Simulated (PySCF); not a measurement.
**Electron correlation in P (phosphorus, neutral)**

[Ne] 3s2 3p3, high-spin 4S determinant. Computed with PySCF 2.14 in aug-cc-pCVTZ-DK with one added diffuse shell each of s, p, d, f type (9s8p6d4f, 91 functions), with scalar relativity by spin-free X2C-1e. Frozen: 1s2; 13 electrons correlated.

```tsv
level	correlation energy (mhartree)
CCSD	-393.23
(T)	-6.50
CCSD(T)	-399.73
```

Diagnostics: T1 = 0.0044, D1 = 0.0149, largest double amplitude 0.032.

**Question.** Is a single reference adequate?

**Answer.** Yes: T1 lies below 0.03 and no double amplitude reaches 0.07.
